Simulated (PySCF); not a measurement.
YF2, SMILES [F][Y][F] (connectivity only; charge and spin as stated), neutral, multiplicity 2. Coordinates come from a PBE-D3(BJ)/def2-TZVP optimisation. The spin state was assumed, not searched. The isomer is the one that the SMILES or the coordinates give; other isomers of the formula were not compared. The def2 effective core potentials stand for the cores of Y; spin–orbit coupling is left out.

All values below come from PBE-D3(BJ)/def2-TZVP (PySCF).

Harmonic wavenumbers (cm⁻¹): 129, 587, 594. Rotational constants (GHz): 16.28, 4.866, 3.746; symmetry number 2.

**Question.** Work out the zero-point energy and the ideal-gas rigid-rotor harmonic-oscillator thermochemistry at 298.15 K and 1 atm.

**Answer.** ZPE = ½ Σ hcν = ½ × 1310 cm⁻¹ = 7.84 kJ/mol. H − E(el) = 20.41 kJ/mol. Entropy in J/(mol K): translation 169.15, rotation 96.73, vibration 16.31, spin 5.76, total 287.96. G − E(el) = -65.45 kJ/mol. Cp = 50.11 J/(mol K). Modes under 150 cm⁻¹ make the vibrational entropy uncertain.
